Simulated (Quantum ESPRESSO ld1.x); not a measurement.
Task: The osmium ion Os35+, configuration [Kr] 4d5. Method: scalar-relativistic Kohn-Sham, PW91, spin-unpolarised, spherical densities, point nucleus; computed with ld1.x of Quantum ESPRESSO 7.5. Some entries of the table are withheld. Estimate them.

orbital  occ.  eigenvalue (Ry)  <1/r> (bohr^-1)  r(max) (bohr)
1s          2              (1)            90.51          0.011
2s          2       -1051.9906            21.19          0.064
2p          6        -929.6662            19.05          0.052
3s          2        -324.3873            7.913          0.179
3p          6        -288.3996            7.280            (2)
3d         10        -248.8317            6.864            (3)
4s          2              (4)            3.700          0.388
4p          6        -126.6025            3.438          0.401
4d          5        -111.2406            3.210          0.397
4f          0         -95.6693            2.971          0.333
5s          0         -76.9403            2.070          0.713
5p          0         -71.2288            1.949          0.748
5d          0         -64.3134            1.835          0.772

Result: 
(1) 1s eigenvalue (Ry): -5536.3875
(2) 3p r(max) (bohr): 0.177
(3) 3d r(max) (bohr): 0.144
(4) 4s eigenvalue (Ry): -139.6546
